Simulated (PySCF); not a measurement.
**C7H13NSi: full NMR table**

* Formula: C7H13NSi
* SMILES: CC#C[C@@H]1C[Si@H]1N(C)C
* InChI: InChI=1S/C7H13NSi/c1-4-5-7-6-9(7)8(2)3/h7,9H,6H2,1-3H3/t7-,9-/m1/s1
* Point group of the computed structure: C1
* Degrees of unsaturation: 3
* Carbon signals: 6
* Proton signals: 6

Bonds (- single, = double, # triple, : aromatic): C1-C2, C2#C3, C3-C4, C4-C5, C5-Si6, Si6-N7, N7-C8, N7-C9, Si6-C4. C1 carries H10, H11, H12; C4 carries H13; C5 carries H14, H15; Si6 carries H16; C8 carries H17, H18, H19; C9 carries H20, H21, H22. Stereochemistry as in CC#C[C@@H]1C[Si@H]1N(C)C. H15 is cis to C3 on the ring; H14 is trans to C3 on the ring.

[PySCF 2.14.0 with density-fitted response routines: shielding tensors at PBE0/pcSseg-1 (GIAO); geometry from PBE0-D3(BJ)/def2-SVP; one conformer; one averaged value for each set of equivalent atoms; isolated molecule; relativity neglected]

Shifts are taken against calculated references (same method and geometry level): 1H (σ = 31.27 ppm), 13C (σ = 184.41 ppm), 29Si (σ = 351.99 ppm) against TMS; NH3 for 15N (σ = 265.67 ppm).

| carbon | δC, type | δH (multiplicity) | HMBC from (2–3 bonds) | span of the C tensor (ppm) |
| --- | --- | --- | --- | --- |
| C1 | 5.1, CH3 | 1.78 (s) | – | 25 |
| C2 | 76.4, C | – | H10/H11/H12, H13 | 246 |
| C3 | 86.9, C | – | H16, H10/H11/H12, H13, H14, H15 | 277 |
| C4 | 2.0, CH | 1.38 (m) | H16, H14, H15 | 60 |
| C5 | 4.5, CH2 | H14 1.11 (m); H15 0.57 (m) | H16, H13 | 60 |
| C8/C9 | 39.3, CH3 | 2.43 (s) | H16, H17/H18/H19/H20/H21/H22 | 62 |

Other nuclei:
| atoms | nucleus | environment | δ (ppm) | σ (ppm) |
| --- | --- | --- | --- | --- |
| H16 | 1H | hydrogen on a silicon bonded to 2 C, N, in a 3-membered ring | 4.19 | 27.07 |
| Si6 | 29Si | silicon bonded to 2 C, N, H, in a 3-membered ring | -67.4 | 419.4 |
| N7 | 15N | nitrogen bonded to 2 C, Si | 13.5 | 252.2 |

Carbon types of the structure: 2 × C, 1 × CH, 1 × CH2, 3 × CH3, leaving 1 H on heteroatoms. δC 86.9, 76.4: alkyne carbon; sp carbons lie upfield of alkene carbons because the cylindrical π system leaves one tensor component strongly shielded. δC 39.3: methyl carbon bonded to N; the inductive effect lowers its shielding. δC 4.5, 2.0: three-membered-ring carbon; carbons of three-membered rings are unusually shielded. δH 2.43: hydrogen on a methyl carbon bonded to N; its carbon carries N, an electronegative neighbour. δH 1.38, 1.11, 0.57: hydrogen on a three-membered-ring carbon; cyclopropane-type protons are shielded by the ring.

Shifts are as computed. Against solution values, carbons near 30 ppm lie about +2 ppm off and those near 130 ppm about +5 ppm. Of 1309 compounds with measured shifts, 239 miss one by over three times the rms of a fit or turn the order of signals round; such compounds aren't used in these exercises. Experimental scales use liquid or dissolved standards, which lie at an offset from isolated NH3 (liquid NH3: subtract about 20 ppm). Multiplicities follow the n + 1 count of equivalent neighbours, as no J values were calculated; m marks all less simple cases, F and P coupling included.
